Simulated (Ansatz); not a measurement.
FRb (SMILES [F][Rb]), singlet, geometry from GFN2-xTB (such geometries of metal compounds can be far from the true shape) (core potentials on Rb); B97M-V/def2-SVPD run with Ansatz (an electronic-structure program).

Ansatz was given this input:
Ansatz 0.2 input:
```yaml
crystal:
  periodic: [false, false, false]
  atoms:
    - {symbol: Rb, position_ang: [-0.00000000, -0.00000000, -0.43049990]}
    - {symbol: F, position_ang: [0.00000000, 0.00000000, 1.76983294]}
basis:
  gaussian:
    orbitals: def2-SVPD
hamiltonian:
  xc: {name: B97M-V}
```

What the program printed (banner, timings and long lists left out):

```
Functional definition: B97M-V
474 factors; their error is unknown
mean field evaluation 1: about -3366.3891 eV, gradient 5.1e1 eV
mean field evaluation 2: about -3047.7908 eV, gradient 1.6e2 eV
mean field evaluation 4: about -3368.2774 eV, gradient 4.0e1 eV
mean field evaluation 8: about -3371.0827 eV, gradient 9.2e-2 eV
mean field -3371.08272797 eV, -123.8850052508 hartree, gradient 7.9e-6 eV, S^2 0.000000; 0 other end points of the search recorded, 0 dependent functions left out
reference -3371.08279959 eV, -123.8850078828 hartree; 9, 9 occupied and 41, 41 virtual orbitals, 474 factors
Total energy: -3371.08279959 eV, -123.8850078828 hartree
```
